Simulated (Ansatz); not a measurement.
Gas-phase electronic energies from Ansatz, PBE0-D4/def2-TZVP geometries. CCSD(T)/CBS adds triple-zeta CCSD(T) − MP2 to the extrapolated MP2 energy (def2 sets, frozen cores). DFT in def2-TZVPP. B3LYP here is the variant with VWN-RPA as its local correlation; programs differ in this. For Br outer-core shells are correlated without core-valence functions, which leaves a few kJ/mol of doubt a bond. Scalar relativity is left out up to krypton. Each species was taken in one conformer, which may not be the lowest.

Consider the ligand exchange at the Si–O bond: `C[Si](O)(Br)O[SiH3]` + `C=C(F)S` → `C=C(F)S[SiH3]` + `C[Si](O)(O)Br`.

| species | B3LYP-D4 energy (Eh) |
| --- | --- |
| `C[Si](O)(Br)O[SiH3]` | -3346.32362 |
| `C=C(F)S` | -576.13340 |
| `C=C(F)S[SiH3]` | -866.88686 |
| `C[Si](O)(O)Br` | -3055.55175 |

**Question.** Work out ΔE.

**Answer.** ΔE = (-866.88686) + (-3055.55175) − (-3346.32362) − (-576.13340) = 0.01841 Eh = +48.3 kJ/mol. CCSD(T)/CBS gives +45.9 kJ/mol.

Largest T1 diagnostic among the species: 0.013.

In def2-TZVPP, CCSD(T) changes the Hartree–Fock value by −17.3 kJ/mol (the triples alone add −3.7 kJ/mol) and MP2 by −19.6 kJ/mol. From PBE to PBE0 (25 % exact exchange), in def2-TZVPP and without D4, ΔE moves by +5.6 kJ/mol.
